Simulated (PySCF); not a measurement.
Cartesian coordinates in Å; atom numbers follow the order of the lines, from 1:
```xyz
14

B    -1.2636    1.3081    0.3412
N    -0.7347    0.0265   -0.0003
B    -1.3210   -0.7680   -1.0323
C     0.4310   -0.4729    0.7048
C     1.7175   -0.0745    0.0113
F     1.7634   -0.5323   -1.2415
F     1.8560    1.2521   -0.0464
F     2.7662   -0.5697    0.6691
H    -0.7911    1.9077    1.2769
H    -2.1873    1.7444   -0.2951
H    -2.2412   -0.3163   -1.6630
H    -0.8978   -1.8821   -1.2264
H     0.4765   -0.0718    1.7268
H     0.4210   -1.5704    0.7600
```

Gas phase, one conformer, equivalent nuclei averaged, relativity neglected. σ from GIAO-PBE0/pcSseg-1; J: B3LYP/pcJ-1 (spin–dipole term only in couplings to heteroatoms); coordinates at the PBE0-D3(BJ)/def2-SVP level; PySCF 2.14.

Q: List the cross peaks expected in HSQC, COSY and HMBC spectra.

A: 

HSQC (one-bond C–H):
```tsv
δH	δC	1J(C,H) (Hz)
3.83 (H13/H14)	61.9 (C4)	146
```

HMBC (two and three bonds, |J| ≥ 2.5 Hz):
```tsv
δH	δC [abs. J in Hz]
5.72 (H9/H10/H11/H12)	61.9 (C4) [7.8]
3.83 (H13/H14)	128.9 (C5) [5.6]
```

No COSY cross peaks are expected.

References, each an isolated molecule treated in the same way: 1H and 13C vs TMS.

Short H···H contacts in this conformer between protons four or more bonds apart (candidates for NOE cross peaks, intensity ∝ r⁻⁶): H9···H13 2.39 Å.

Hydrogens on boron are broadened and split by 11B (spin 3/2, 80 %) and 10B (spin 3). Common functionals overestimate the size of one-bond C–F couplings by tens of Hz; these are unscaled. Shifts are as computed. Against solution values, carbons near 30 ppm lie about +2 ppm off and those near 130 ppm about +5 ppm. Of 1211 compounds with measured shifts, 218 miss one by over three times the rms of a fit or turn the order of signals round; such compounds aren't used in these exercises.
